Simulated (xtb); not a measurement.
C6H15N2 (SMILES [CH2]N(C)CCN(C)C), doublet, at a GFN2-xTB geometry; GFN2-xTB (xtb).

The xtb input:
```
$ xtb mol.xyz --gfn 2 --chrg 0 --uhf 1 --json

# file mol.xyz
23

C      2.18264245     0.75916371    -1.20784471
N      1.56809513     0.03929249    -0.19221781
C      2.32302147    -1.03959731     0.38967337
C      0.70731898     0.75219462     0.72192760
C     -0.61675438     0.02963956     1.01966905
N     -1.61472241     0.27158210    -0.00749814
C     -1.33961984    -0.46747268    -1.22251291
C     -2.95296635    -0.00508795     0.47090707
H      1.62383551     1.58043999    -1.61546351
H      2.80842540     0.19372847    -1.87337691
H      2.83466652    -1.58890398    -0.39825032
H      1.65175296    -1.72185048     0.91165474
H      3.07422847    -0.67971840     1.10768568
H      0.46420581     1.72382207     0.29041242
H      1.23051433     0.91808490     1.67612876
H     -1.00707368     0.43375463     1.95706706
H     -0.43717525    -1.04961933     1.16809170
H     -0.34601268    -0.21629737    -1.58110231
H     -2.06896908    -0.18539756    -1.98071322
H     -1.39479190    -1.55816045    -1.07165148
H     -3.66556652     0.23971518    -0.31536933
H     -3.09790525    -1.06004867     0.75558249
H     -3.16559739     0.62128917     1.33639888
```

### Question
Write the output that xtb gives for this input, abridged.

### Answer

```
   ID    Z sym.   atoms
    1    6 C      1, 3-5, 7, 8
    2    7 N      2, 6
    3    1 H      9-23

           -------------------------------------------------
          |                Calculation Setup                |
           -------------------------------------------------

           -------------------------------------------------
          |                 G F N 2 - x T B                 |
           -------------------------------------------------

          ...................................................
          :                      SETUP                      :
          :.................................................:
          :  # basis functions                  47          :
          :  # atomic orbitals                  47          :
          :  # shells                           31          :
          :  # electrons                        49          :
          :  max. iterations                   250          :
          :  Hamiltonian                  GFN2-xTB          :
          :  restarted?                      false          :
          :  GBSA solvation                  false          :
          :  PC potential                    false          :
          :  electronic temp.          300.0000000     K    :
          :  accuracy                    1.0000000          :
          :  -> integral cutoff          0.2500000E+02      :
          :  -> integral neglect         0.1000000E-07      :
          :  -> SCF convergence          0.1000000E-05 Eh   :
          :  -> wf. convergence          0.1000000E-03 e    :
          :  Broyden damping             0.4000000          :
          :  net charge                          0          :
          :  unpaired electrons                  1          :
          ...................................................

 iter      E             dE          RMSdq      gap      omega  full diag
   1    -26.5289555 -0.265290E+02  0.271E+00    7.88       0.0  T
   2    -26.5937382 -0.647827E-01  0.184E+00    7.10       1.0  T
   3    -26.5998334 -0.609519E-02  0.101E+00    7.59       1.0  T
   4    -26.6003276 -0.494209E-03  0.229E-01    7.46       1.0  T
   5    -26.6005168 -0.189208E-03  0.529E-02    7.50       1.0  T
   6    -26.6005174 -0.613773E-06  0.196E-02    7.50       1.1  T
   7    -26.6005181 -0.709331E-06  0.283E-03    7.51       7.4  T
   8    -26.6005181 -0.243118E-07  0.947E-04    7.51      22.0  T
   9    -26.6005181 -0.273403E-08  0.288E-04    7.51      72.3  T

   *** convergence criteria satisfied after 9 iterations ***

         :::::::::::::::::::::::::::::::::::::::::::::::::::::
         ::                     SUMMARY                     ::
         :::::::::::::::::::::::::::::::::::::::::::::::::::::
         :: total energy             -26.260668327621 Eh    ::
         :: gradient norm              0.000025638030 Eh/a0 ::
         :: HOMO-LUMO gap              7.505416506546 eV    ::
         ::.................................................::
         :: SCC energy               -26.600424776844 Eh    ::
         :: -> isotropic ES            0.011249532321 Eh    ::
         :: -> anisotropic ES          0.007866021122 Eh    ::
         :: -> anisotropic XC          0.019853051142 Eh    ::
         :: -> dispersion             -0.015974686035 Eh    ::
         :: repulsion energy           0.339756449223 Eh    ::
         :: add. restraining           0.000000000000 Eh    ::
         :: total charge              -0.000000000000 e     ::
         :::::::::::::::::::::::::::::::::::::::::::::::::::::

           -------------------------------------------------
          |                Property Printout                |
           -------------------------------------------------

    * Orbital Energies and Occupations

         #    Occupation            Energy/Eh            Energy/eV
      -------------------------------------------------------------
[...]
     5   6 C        3.761     0.006    20.517     6.457
     6   7 N        2.724    -0.174    24.756     7.390
     7   6 C        3.715    -0.035    21.334     6.599
     8   6 C        3.717    -0.031    21.254     6.586
     9   1 H        0.926     0.012     2.858     2.644
    10   1 H        0.926     0.011     2.879     2.654
    11   1 H        0.925     0.053     2.287     2.365
    12   1 H        0.925     0.041     2.433     2.439
    13   1 H        0.923     0.031     2.566     2.505
    14   1 H        0.924     0.065     2.142     2.289
    15   1 H        0.923     0.029     2.599     2.521
    16   1 H        0.924     0.035     2.513     2.479
    17   1 H        0.923     0.014     2.833     2.632
    18   1 H        0.925     0.056     2.251     2.346
    19   1 H        0.925     0.036     2.504     2.475
    20   1 H        0.923     0.008     2.924     2.674
    21   1 H        0.925     0.041     2.435     2.440
    22   1 H        0.923     0.010     2.888     2.658
    23   1 H        0.925     0.035     2.516     2.480

 Mol. C6AA /au·bohr⁶  :       3869.398679
 Mol. C8AA /au·bohr⁸  :      79692.610963
 Mol. α(0) /au        :         93.959233

Wiberg/Mayer (AO) data.
largest (>0.10) Wiberg bond orders for each atom

 ---------------------------------------------------------------------------
     #   Z sym  total        # sym  WBO       # sym  WBO       # sym  WBO
 ---------------------------------------------------------------------------
     1   6 C    3.369 --     2 N    1.328    10 H    0.981     9 H    0.980
     2   7 N    3.406 --     1 C    1.328     3 C    1.016     4 C    1.005
     3   6 C    3.983 --     2 N    1.016    11 H    0.981    12 H    0.978
                            13 H    0.969
     4   6 C    3.982 --     2 N    1.005     5 C    0.989    14 H    0.969
                            15 H    0.963
     5   6 C    3.990 --     6 N    1.007     4 C    0.989    16 H    0.973
                            17 H    0.959
     6   7 N    3.123 --     8 C    1.017     7 C    1.015     5 C    1.007
     7   6 C    3.985 --     6 N    1.015    19 H    0.983    18 H    0.977
                            20 H    0.973
     8   6 C    3.987 --     6 N    1.017    23 H    0.982    21 H    0.982
                            22 H    0.974
     9   1 H    1.000 --     1 C    0.980
    10   1 H    1.000 --     1 C    0.981
    11   1 H    0.997 --     3 C    0.981
    12   1 H    0.998 --     3 C    0.978
    13   1 H    0.999 --     3 C    0.969
    14   1 H    0.996 --     4 C    0.969
    15   1 H    0.999 --     4 C    0.963
    16   1 H    0.998 --     5 C    0.973
    17   1 H    1.000 --     5 C    0.959
    18   1 H    0.997 --     7 C    0.977
    19   1 H    0.999 --     7 C    0.983
    20   1 H    1.000 --     7 C    0.973
    21   1 H    0.998 --     8 C    0.982
    22   1 H    1.000 --     8 C    0.974
    23   1 H    0.999 --     8 C    0.982
 ---------------------------------------------------------------------------

Topologies differ in total number of bonds
Writing topology from bond orders to xtbtopo.mol

molecular dipole:
                 x           y           z       tot (Debye)
 q only:       -0.144      -0.225       0.421
   full:       -0.182      -0.568       0.551       2.064
molecular quadrupole (traceless):
                xx          xy          yy          xz          yz          zz
 q only:       -0.114      -2.223      -0.082       2.018       0.933       0.195
  q+dip:       -1.053      -1.708       0.120       2.245       0.927       0.933
   full:       -0.590      -1.702      -0.483       2.041       1.033       1.073

           -------------------------------------------------
          | TOTAL ENERGY              -26.260668327621 Eh   |
          | GRADIENT NORM               0.000025638030 Eh/α |
          | HOMO-LUMO GAP               7.505416506546 eV   |
           -------------------------------------------------

normal termination of xtb
```
